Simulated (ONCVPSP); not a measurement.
## Te: excitation energies, all-electron against ONCV

- Element: tellurium
- Generator: ONCVPSP 4.0.1
- Type: optimised norm-conserving Vanderbilt (ONCV)
- Functional: PBE
- Relativity: fully relativistic
- Frozen core: [Kr] 4d10
- Valence charge: 6
- Reference configuration: 5s2 5p4
- Partial waves: 5s: rc 1.85 bohr, ncon 4, nbas 9, qcut 3.7 1/bohr, 3 projectors, debl 1.6 Ha; 5p: rc 2.30 bohr, ncon 4, nbas 7, qcut 3 1/bohr, 2 projectors, debl 3.9 Ha
- Local potential: polynomial inside 1.70 bohr (lpopt 5, dvloc0 2 Ha)
- Core correction: none

Open shells are filled in proportion to 2j + 1.

Energies are relative to the spin-unpolarised reference configuration 5s2 5p4; without spin polarisation the order of configurations can differ from experiment.

Question: Give the all-electron excitation energy and the error of the potential for: 5s2 5p3; 5s2 5p2; 5s2 5p1; 5s2 5p0.

Answer:

| valence configuration | charge | ΔE all-electron (eV) | error AE − PS (meV) |
| --- | --- | --- | --- |
| 5s2 5p3 | +1 | 9.750 | -4.4 |
| 5s2 5p2 | +2 | 27.699 | -27 |
| 5s2 5p1 | +3 | 54.627 | -72 |
| 5s2 5p0 | +4 | 91.147 | -100 |

Levels in the configuration 5s2 5p0:

| level | all-electron (eV) | pseudo (eV) |
| --- | --- | --- |
| 5s j=1/2 | -53.224 | -53.199 |

Note: no bound ghost flagged; GHOST(+) flagged for s at 116.5 eV.
